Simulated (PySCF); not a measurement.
## Predicted spectroscopic data

[PySCF: shielding tensors at PBE0/pcSseg-1 (GIAO); geometry: GFN2-xTB; one computed conformer; no relativistic terms; one averaged value for each set of equivalent atoms; isolated molecule]

References, each an isolated molecule treated in the same way: TMS for ¹H (σref 31.72) and ¹³C (σref 186.93). Splittings of carbon signals by F and P are missing where no couplings were computed. Where no couplings were computed, multiplicities follow the n + 1 count of equivalent neighbours, and m marks all less simple cases (inequivalent or close neighbours, rings, F or P nearby). Acid and N–H amide carbonyl carbons lie up to 10 ppm further downfield in solution (hydrogen bonding). Shifts are as computed. Against solution values, carbons near 30 ppm lie about +3 ppm off and those near 130 ppm about +5 ppm. Of 1211 compounds with measured shifts, 218 miss one by over three times the rms of a fit or turn the order of signals round; such compounds aren't used in these exercises. OH and NH positions are gas-phase values without hydrogen bonding to other molecules.

Compound 1 (C$_{9}$H$_{8}$O$_{3}$). ¹H NMR (400 MHz, computed): δ 8.26 (d, 1H), 7.89 (m, 1H), 7.87 (m, 1H), 7.83 (m, 1H), 6.20 (s, 1H), 3.96 (s, 3H). ¹³C{¹H} NMR (computed): δ 172.8, 153.7, 138.5, 135.3, 134.3, 132.3, 129.3, 105.8, 59.7. Structure: SMILES CO[C@H]1OC(=O)c2ccccc21.

Compound 2 (C$_{6}$H$_{10}$F$_{2}$). ¹H NMR (400 MHz, computed): δ 6.04 (m, 1H), 5.93 (m, 1H), 5.71 (m, 1H), 2.31 (m, 1H), 1.88 (d, 3H), 1.20 (d, 3H). ¹³C{¹H} NMR (computed): δ 138.2 (CH), 137.2 (CH), 124.1 (CH), 48.9 (CH), 22.2 (CH3), 13.7 (CH3). Structure: `C/C=C/[C@H](C)C(F)F`.

Compound 3 (C$_{4}$H$_{6}$F$_{2}$O$_{2}$Si). ¹H NMR (400 MHz, computed): δ 7.60 (m, 1H), 6.10 (br s, 1H), 4.31 (d, 3H), 3.15 (m, 1H). ¹³C{¹H} NMR (computed): δ 175.0, 164.0, 152.9, 34.8. Structure: SMILES O=C(O)[C@@H]([SiH3])/C(F)=C\F.
